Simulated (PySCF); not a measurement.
Vibration and rotation of SrLi⁺

RHF-CCSD(T) constants of SrLi⁺, ¹Σ⁺ (singlet), closed shell (basis Sr def2-SVP with ECP28, Li def2-SVP; scalar-relativistic core potentials; PySCF 2.14; masses 87.9056 and 7.0160 u):

```
ωe             : 212.3 cm⁻¹
ωexe           : 1.36 cm⁻¹
Be             : 0.21142 cm⁻¹
αe             : 0.00195 cm⁻¹
De to Sr + Li⁺ : 1.24 eV
```

(1) What force constant and bond length do these constants imply?

(2) Estimate the centrifugal constant D from the Kratzer relation and find the Dunham coefficient a1.

Correlated steps freeze no core orbitals. Correlated levels converge slowly with the basis: in double zeta they bind strong bonds too weakly, by up to about 1 eV, and carry superposition errors of some tenths. For an ion De counts to the pair picked by the measured ionisation energies or electron affinities, which need not be the lowest pair at this level. The CCSD T1 diagnostic is raised, a sign that a single reference may not be enough here.

Answers

(1) Reduced mass μred = 6.4974 u; k = 5.8918×10⁻⁷·μred·ωe² (u, cm⁻¹, mdyn/Å) = 0.173 mdyn/Å; Re = √(16.8576/(μred·Be)) (u, cm⁻¹, Å) = 3.503 Å.

(2) D = 4Be³/ωe² = 8.39e-07 cm⁻¹; a1 = −1 − αeωe/(6Be²) = -2.54.
